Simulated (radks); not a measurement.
Values are calculated unless marked as measured or tabulated.
Q: These are the eigenvalues of the occupied orbitals of an atom or ion with whole-number occupations (hartree). Code: a radial shooting solver on a logarithmic mesh with Libxc functionals. Model: Dirac Kohn-Sham, PBE, spin-unpolarised, spherical densities, finite nucleus; Fermi nuclear charge, rms radius of each element as measured or else 0.836 A^(1/3) + 0.57 fm.

| orbital | eigenvalue |
|---|---|
| 1s1/2 | -1020.075 |
| 2s1/2 | -153.4243 |
| 2p1/2 | -143.1341 |
| 2p3/2 | -135.3853 |
| 3s1/2 | -29.79136 |
| 3p1/2 | -25.63971 |
| 3p3/2 | -24.23922 |
| 3d3/2 | -16.89980 |
| 3d5/2 | -16.61275 |
| 4s1/2 | -5.17082 |
| 4p1/2 | -3.80111 |
| 4p3/2 | -3.54908 |
| 4d3/2 | -1.39974 |
| 4d5/2 | -1.36426 |
| 5s1/2 | -0.71505 |
| 5p1/2 | -0.43936 |

Which element is it, and in what charge state? The configuration may be excited. Open shells, if any, fill j = l - 1/2 first.

A: Z = 49, indium, charge +1: In+ in [Kr] 4d8 5s2 5p2. The list shows which subshells hold electrons but not how many an open one holds; the 1s level, -1020.1 hartree, gives Z - s = 45.2 by -(Z - s)^2/2, which with screening and relativity narrows Z to a few neighbours, and the depths of the outer levels then fix element, charge and occupations together.
